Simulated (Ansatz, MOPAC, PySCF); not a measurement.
Dimer: GeH4 (SMILES [GeH4]) (first 5 atoms) with C2H6 (SMILES CC); geometry from B3LYP-D3(BJ)/def2-TZVP, rigid monomers moved along the line of their centres of mass till Ge1···C6 is 5.32 Å.
(charge 0, multiplicity 1):
```xyz
13

Ge    -0.1545     0.1485    -0.2464
H     -0.5052    -0.0597    -1.7277
H      0.4200    -1.1531     0.3312
H     -1.4220     0.5348     0.5293
H      0.8864     1.2701    -0.1198
C      0.6685     0.3873     5.0089
C     -0.2791    -0.7613     5.3416
H      1.1180     0.8058     5.9114
H      0.1464     1.1978     4.4966
H      1.4822     0.0564     4.3605
H      0.2437    -1.5703     5.8552
H     -0.7280    -1.1801     4.4393
H     -1.0921    -0.4293     5.9902
```

Counterpoise-corrected where a basis set is named; no monomer relaxation. Rows marked so take none.

Cores are frozen in the correlated methods. Filled d and f shells under p-block atoms count as core. Rows in STO-3G carry no dispersion term and start afresh at each structure; the Pople sets are all-electron and without relativity. The state that AM1 reach isn't checked.

The values were computed with Ansatz (Gaussian basis) for Hartree–Fock, density functionals and correlated methods; MOPAC for AM1 (differences of heats of formation); PySCF for STO-3G rows, the dispersion terms. Values without a source in brackets are computed.

| level | interaction energy (kcal/mol) |
|---|---|
| AM1 | 0.00 |
| HF/STO-3G (no counterpoise) | -0.01 |
| PBE/def2-TZVPPD | -0.10 |
| PBE-D4/def2-TZVPPD | -0.36 |
| r2SCAN-D4/def2-TZVPPD | -0.26 |
| B3LYP/def2-TZVPPD | 0.09 |
| wB97M-V/def2-TZVPPD | -0.27 |
| SCS-MP2/aug-cc-pVDZ | ___ |
| CCSD(T)/aug-cc-pVDZ | -0.26 |

Problem. Some entries are withheld; supply them.

Solution. 
- SCS-MP2/aug-cc-pVDZ, interaction energy (kcal/mol): -0.19

Ansatz is a program for electronic structure.
